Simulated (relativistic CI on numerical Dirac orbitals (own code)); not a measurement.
# Fe: calculation against measurement

Computed by Dirac-Coulomb-Breit CI, separate exchange-only KLI orbitals for each configuration, QED by a radiative potential, valence Slater integrals scaled by 0.85, P86 correlation energy added to each configuration (own radial code, finite nucleus).

CI space (outside the closed core [Ar]): 3d⁶4s², 3d⁷4s, 3d⁶4s4p, 3d⁸, 3d⁷4p, 3d⁵4s²4p, 3d⁶4s4d, 3d⁷4d, 3d⁷5s, 3d⁶4s5s, 3d⁷5p, 3d⁶4s5p, 3d⁶4p², 3d⁵4p³. Double excitations out of closed p, d and f shells are left out; levels of such configurations are missing from the list, as are those of other unlisted configurations, and high levels can miss mixing partners.

```
Configuration  Term (tabulated)  J  Measured (cm⁻¹)  Computed  Error  Purity (%)
       3d⁶4s²              a 5D  4              0.0         0      0          95
       3d⁶4s²              a 5D  3            415.9       410     -6          95
       3d⁶4s²              a 5D  2            704.0       696     -8          95
       3d⁶4s²              a 5D  1            888.1       879     -9          94
       3d⁶4s²              a 5D  0            978.1       969    -10          94
        3d⁷4s              a 5F  5           6928.3     14266   7338          98
        3d⁷4s              a 5F  4           7376.8     14696   7319          98
        3d⁷4s              a 5F  3           7728.1     15032   7304          98
        3d⁷4s              a 5F  2           7985.8     15280   7294          98
        3d⁷4s              a 5F  1           8154.7     15443   7288          98
        3d⁷4s              a 3F  2          12968.6     22352   9384          60
        3d⁷4s              a 5P  3          17550.2     27299   9748          97
        3d⁷4s              a 5P  2          17727.0     27469   9742          96
        3d⁷4s              a 5P  1          17927.4     27649   9721          96
       3d⁶4s²              a 3P  2          18378.2     19217    839          92
      3d⁶4s4p             z 7D°  5          19350.9     15123  -4228          98
       3d⁶4s²              a 3H  6          19390.2     17894  -1497          94
       3d⁶4s²              a 3P  1          19552.5     20411    858          92
      3d⁶4s4p             z 7D°  4          19562.4     15331  -4231          97
       3d⁶4s²              a 3H  5          19621.0     18128  -1493          94
      3d⁶4s4p             z 7D°  3          19757.0     15527  -4230          97
       3d⁶4s²              a 3H  4          19788.2     18299  -1489          93
      3d⁶4s4p             z 7D°  2          19912.5     15685  -4228          98
      3d⁶4s4p             z 7D°  1          20019.6     15794  -4226          98
       3d⁶4s²              a 3P  0          20037.8     20899    861          91
       3d⁶4s²              b 3F  2          21039.0     20008  -1031          59
        3d⁷4s              a 3G  5          21715.7     29104   7388          95
        3d⁷4s              a 3G  4          21999.1     29360   7361          94
        3d⁷4s              a 3G  3          22249.4     29601   7351          96
      3d⁶4s4p             z 7F°  6          22650.4     17880  -4770          99
        3d⁷4s            b 3P †  2          22838.3     33736  10898          79
      3d⁶4s4p             z 7F°  5          22845.9     18088  -4758          99
        3d⁷4s            b 3P †  1          22946.8     34286  11339          89
      3d⁶4s4p             z 7F°  4          22996.7     18243  -4753          96
        3d⁷4s            b 3P †  0          23051.7     34733  11682          91
      3d⁶4s4p             z 7F°  3          23110.9     18365  -4746          98
      3d⁶4s4p             z 7F°  2          23192.5     18450  -4743          99
      3d⁶4s4p             z 7F°  1          23244.8     18504  -4741          99
      3d⁶4s4p             z 7F°  0          23270.4     18530  -4740          99
      3d⁶4s4p             z 7P°  4          23711.5     18386  -5325          92
       3d⁶4s²              b 3G  5          23783.6     22595  -1188          92
       3d⁶4s²              b 3G  4          24118.8     22998  -1120          85
      3d⁶4s4p             z 7P°  3          24180.9     18824  -5357          94
        3d⁷4s            c 3P †  2          24335.8     33166   8830          87
       3d⁶4s²              b 3G  3          24338.8     23179  -1159          86
      3d⁶4s4p             z 7P°  2          24506.9     19129  -5378          94
        3d⁷4s              a 1G  4          24574.7     32084   7510          88
        3d⁷4s            c 3P †  1          24772.0     33136   8364          91
        3d⁷4s            c 3P †  0          25091.6     33131   8039          86
        3d⁷4s              b 3H  6          26105.9     33275   7169          98
        3d⁷4s              a 3D  3          26225.0     34975   8750          93
        3d⁷4s              b 3H  5          26351.0     33507   7156          96
        3d⁷4s              a 3D  1          26406.5     35363   8957          77
        3d⁷4s              a 3D  2          26623.7     35463   8839          84
        3d⁷4s              b 3H  4          26627.6     33779   7151          92
      3d⁶4s4p             z 5F°  5          26874.5     23585  -3289          97
      3d⁶4s4p             z 5F°  4          27166.8     23864  -3302          95
      3d⁶4s4p             z 5F°  3          27394.7     24070  -3325          95
        3d⁷4s              a 1P  1          27543.0     37004   9461          80
      3d⁶4s4p             z 5F°  2          27559.6     24214  -3345          96
      3d⁶4s4p             z 5F°  1          27666.3     24306  -3361          97
        3d⁷4s              a 1D  2          28604.6     39289  10684          70
        3d⁷4s              a 1H  5          28820.0     36521   7701          96
      3d⁶4s4p             z 5P°  3          29056.3     25154  -3902          96
       3d⁶4s²              a 1I  6          29313.0     27047  -2266          95
       3d⁶4s²              b 3D  1          29320.0     29302    -18          91
       3d⁶4s²              b 3D  2          29356.7     29304    -53          90
       3d⁶4s²              b 3D  3          29371.8     29418     47          91
      3d⁶4s4p             z 5P°  2          29469.0     25566  -3903          96
       3d⁶4s²              b 1G  4          29798.9     28452  -1346          91
```

Measured levels from NIST Handbook of Basic Atomic Spectroscopic Data (Sansonetti and Martin, J. Phys. Chem. Ref. Data 34, 1559 (2005)); pairs were made by configuration, J and term (by order where the table uses no LS term), so strongly mixed levels may be paired wrongly.

Mean error by configuration (cm⁻¹): 3d⁶4s² -531; 3d⁷4s 8210; 3d⁶4s4p -4313. Over the excited levels the mean absolute error is 4616 cm⁻¹ (97 of the 143 excited levels that our extract of the source holds in range could be paired, and the others can miss by more), and the median relative error of those above 1,000 cm⁻¹ is 21 %. † marks terms whose computed intervals miss the measured ones by more than a factor of 2.5, or configurations far off the rest, from wrong mixing, a near crossing or a doubtful label or measurement; they are left out of the means.

Transition probabilities of persistent lines. The last column rescales the computed rate by the cube of measured over computed energy:

```csv
λ measured (Å),Lower,Upper,A tabulated (s⁻¹),A computed,A rescaled
2788.10 air,3d⁷4s a 5F5,3d⁶4s4p y 5G°6,5.90e+07,3.82e+06,1.69e+07
3440.61 air,3d⁶4s² a 5D4,3d⁶4s4p z 5P°3,1.71e+07,6.85e+06,1.06e+07
3581.19 air,3d⁷4s a 5F5,3d⁷4p z 5G°6,1.02e+08,1.18e+08,1.49e+08
3719.93 air,3d⁶4s² a 5D4,3d⁶4s4p z 5F°5,1.62e+07,7.70e+06,1.14e+07
3737.13 air,3d⁶4s² a 5D3,3d⁶4s4p z 5F°4,1.41e+07,6.87e+06,1.02e+07
3745.56 air,3d⁶4s² a 5D2,3d⁶4s4p z 5F°3,1.15e+07,5.71e+06,8.51e+06
3748.26 air,3d⁶4s² a 5D1,3d⁶4s4p z 5F°2,9.14e+06,4.60e+06,6.87e+06
```
